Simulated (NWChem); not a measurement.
Species: silicon monosulfide (SiS, singlet); SMILES [Si]=S

```xyz
2

Si     0.0000     0.0000     1.0317
S      0.0000     0.0000    -0.8983
```
Atoms are numbered in this order, from 1.

Computed with NWChem. Pople sets run with spherical d functions. Low-valent species are run as closed-shell singlets; no triplet was tried in these runs. The geometry was optimised at PBE0-D3(BJ)/def2-TZVP. Core excitations by TDA in a window of 1s orbitals, non-relativistic and unshifted: absolute energies depend strongly on the exact-exchange share.

| level | first 1s excitation (eV) | dipole oscillator strength of the first | first state with f > 0.002 (eV) | dipole oscillator strength of that state | relative time |
|---|---|---|---|---|---|
| S K edge, PBE0/cc-pVTZ | 2418.5 | 0.0027 | 2418.5 | 0.0027 | 7 |
| S K edge, BHandHLYP/def2-TZVP | 2443.9 | 0.0042 | 2443.9 | 0.0042 | 3 |
| Si K edge, BHandHLYP/6-311G** | 1820.6 | 0.0093 | 1820.6 | 0.0093 | 1 |
| Si K edge, B3LYP/cc-pVTZ | 1796.3 | 0.0063 | 1796.3 | 0.0063 | 6 |

Relative times are rough (shared machine, one core).
